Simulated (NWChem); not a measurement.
System: SiHOICl2; SMILES O[Si](Cl)(Cl)I

```xyz
6

O     -1.9740    -1.0337     0.0000
Si    -0.3262    -0.8545     0.0000
Cl     0.5163    -1.7463     1.6645
Cl     0.5163    -1.7463    -1.6645
I      0.0961     1.5389     0.0000
H     -2.2911    -1.9565     0.0000
```
Atoms are numbered in this order, from 1.

Program: NWChem. Geometry: optimised at PBE-D3(BJ)/def2-SVP. def2 effective core potentials on I; no spin-orbit coupling. Hybrids' shares of exact exchange are those that their runs print; pure functionals count as 0. The functionals differ in more than this share.

```
row                                   share of exact exchange  highest occupied level (eV)
------------------------------------  -----------------------  ---------------------------
PBE/def2-SVP                                             0.00                        -6.77
LDA (Slater exchange, VWN5)/def2-SVP                     0.00                        -6.89
B3LYP/def2-SVP                                           0.20                        -7.67
B97-2/def2-SVP                                           0.21                        -7.77
PW6B95/def2-SVP                                          0.28                     withheld
```

Fit a straight line of the last column on the one before it, predict the withheld value, and compare with the run.


1. Means of the 4 shown rows: x = 0.103, y = -7.275. Slope Σ(x − x̄)(y − ȳ)/Σ(x − x̄)² = -0.1830/0.04208 = -4.348; intercept -6.829.
2. The shown rows scatter about the line by 0.047 (root mean square); the largest residual is -0.06, at LDA (Slater exchange, VWN5)/def2-SVP.
3. At x = 0.28 (PW6B95/def2-SVP; beyond the shown range) the line gives -8.05.
4. The run gives -8.02, +0.03 from the line, 0.6 times the scatter.
